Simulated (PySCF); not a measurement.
# Two-photon absorption: SMILES s1c(C)cnc1C#N, C$_{5}$H$_{4}$N$_{2}$S

Geometry (Å), atoms numbered from 1 in this order:
```xyz
12

C    -2.016    0.099   -0.361
C    -0.560    0.050   -0.055
C     0.067    0.197    1.163
N     1.418    0.109    1.167
C     1.868   -0.107   -0.037
C     3.242   -0.250   -0.378
N     4.353   -0.372   -0.688
S     0.637   -0.216   -1.264
H    -2.372   -0.847   -0.798
H    -2.581    0.280    0.564
H    -2.256    0.906   -1.070
H    -0.467    0.378    2.099
```

Computed with TDDFT CAM-B3LYP/aug-cc-pVDZ excited states, vertical, gas phase (PySCF 2.14.0). Geometry: PBE0-D3(BJ)/def2-SVP.

(1) How strongly do the lowest singlets absorb one photon, and two photons of half the energy?

Results:

(1) δ for parallel linear polarisation; σ at the peak of a Lorentzian of half width 0.1 eV, single beam; Ω is circular over linear.
```csv
state,E (eV),f,photon λ (nm),δ (au),σ (GM),Ω,main
S1,4.86,0.271,510,93.5,0.81,0.93,HOMO→LUMO 0.95
S2,5.10,0.000,486,0.57,0.01,1.50,HOMO−2→LUMO 0.97
S3,5.89,0.048,421,16.4,0.21,1.29,HOMO−1→LUMO 0.86
S4,5.91,0.000,419,3.8,0.05,1.50,"HOMO→LUMO+2 0.32, HOMO→LUMO+1 0.23"
S5,6.35,0.000,390,1.07,0.02,1.50,"HOMO→LUMO+6 0.47, HOMO−3→LUMO 0.14"
S6,6.47,0.000,383,29.2,0.45,1.50,"HOMO→LUMO+1 0.52, HOMO→LUMO+2 0.16"
```

Among these, the strongest one-photon state is S1, the strongest two-photon state S1, with a dipole change of 1.6 D (relaxed, norm of the difference vector).
